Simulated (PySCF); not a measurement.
## How the method moves the bond dissociation enthalpies of `CN(C)[SiH3]` (C2H9NSi)

Optimised structure (Å), atoms numbered from 1:
```
C    -0.2752    1.4469    0.1982
N    -0.0442    0.0272    0.2771
C    -1.2450   -0.7685    0.2725
Si    1.4829   -0.6605   -0.1777
H    -0.7620    1.7578   -0.7495
H    -0.9283    1.7832    1.0250
H     0.6725    2.0005    0.2825
H    -1.8271   -0.6734   -0.6676
H    -1.0061   -1.8345    0.4088
H    -1.9145   -0.4721    1.1015
H     1.5856   -2.0148    0.4460
H     1.6996   -0.8363   -1.6567
H     2.5618    0.2437    0.3238
```

All levels share the PBE0-D3(BJ)/def2-SVP structures and the PBE0-D3(BJ)/def2-SVP thermal terms; only the single-point energies (PySCF) change. Values are bond dissociation enthalpies (298 K, kJ/mol).

At r2SCAN-D3(BJ)/def2-SVPD:
| quantity | value |
| --- | --- |
| C1–N2 | 331 |
| Si4–H | 347 |
| N2–Si4 | 337 |
| C1–H | 364 |

Q: What does M06-2X/def2-TZVP give?

A: C1–N2: 364 (change 32); Si4–H: 364 (change 17); N2–Si4: 377 (change 40); C1–H: 380 (change 16).

Known limits: the order of C1–N2 and N2–Si4 is undecided: the gaps lie inside the method's error (some 10 kJ/mol, one structure a species).

Differences come from unrounded values, so a last digit can differ from that of the printed terms.
